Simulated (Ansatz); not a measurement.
`CC[N](C)[Al]([Cl])[Cl]`, relaxed with RKS PBE0-D4/def2-TZVP in Ansatz 0.2.0 from a PBE-D4/def2-SVP geometry. The force threshold is 0.005 eV/Å; the program also tests the step.

The species carries charge 0 and has multiplicity 1.

Start:

```xyz
15

C    -1.228    0.009   -1.315
C    -0.916    0.554    0.080
N     0.389    0.076    0.501
C     0.838    0.525    1.799
Al    1.166   -1.047   -0.660
Cl    2.486   -0.390   -2.179
Cl    0.976   -3.151   -0.532
H    -1.190   -1.111   -1.321
H    -0.515    0.401   -2.076
H    -2.246    0.268   -1.665
H    -1.718    0.235    0.794
H    -0.951    1.673    0.058
H     0.149    0.206    2.622
H     0.918    1.638    1.856
H     1.841    0.114    2.038
```

| step | energy (eV) | largest force (eV/Å) | largest move (Å) |
| --- | --- | --- | --- |
| 1 | -36364.3136 | 0.573 | 0.000 |
| 2 | -36364.3753 | 0.184 | 0.031 |
| 3 | -36364.3826 | 0.084 | 0.025 |
| 4 | -36364.3833 | 0.040 | 0.013 |
| 5 | -36364.3843 | 0.034 | 0.042 |
| 6 | -36364.3847 | 0.030 | 0.032 |
| 7 | -36364.3854 | 0.031 | 0.076 |
| 8 | -36364.3878 | 0.177 | 0.196 |
| 9 | -36364.3923 | 0.377 | 0.196 |
| 10 | -36364.4014 | 0.526 | 0.198 |
| 11 | -36364.4233 | 0.502 | 0.197 |
| 12 | -36364.4519 | 0.447 | 0.195 |
| 13 | -36364.4790 | 0.317 | 0.196 |
| 14 | -36364.5076 | 0.340 | 0.195 |
| 15 | -36364.5369 | 0.196 | 0.200 |
| 16 | -36364.5572 | 0.107 | 0.191 |
| 17 | -36364.5734 | 0.093 | 0.200 |
| 18 | -36364.5834 | 0.156 | 0.196 |
| 19 | -36364.5887 | 0.227 | 0.195 |
| 20 | -36364.5935 | 0.171 | 0.127 |
| 21 | -36364.5977 | 0.072 | 0.091 |
| 22 | -36364.6008 | 0.069 | 0.095 |
| 23 | -36364.6024 | 0.082 | 0.093 |
| 24 | -36364.6032 | 0.068 | 0.044 |
| 25 | -36364.6039 | 0.043 | 0.027 |
| 26 | -36364.6040 | 0.013 | 0.012 |
| 27 | -36364.6041 | 0.008 | 0.011 |
| 28 | -36364.6041 | 0.008 | 0.004 |
| 29 | -36364.6041 | 0.000 | 0.002 |

End:

```xyz
15

C    -1.297    0.399   -1.436
C    -0.867    0.602   -0.001
N     0.340   -0.100    0.390
C     0.653    0.170    1.782
Al    1.396   -1.159   -0.538
Cl    1.178   -1.707   -2.540
Cl    3.060   -1.977    0.430
H    -1.505   -0.651   -1.653
H    -0.536    0.744   -2.140
H    -2.210    0.967   -1.626
H    -1.686    0.293    0.666
H    -0.724    1.678    0.183
H    -0.166   -0.153    2.439
H     0.805    1.244    1.950
H     1.558   -0.351    2.095
```

Hardware: 4 threads of an AMD EPYC 9R45 on a shared host. Wall time 100 s, peak host memory 1.2 GiB.
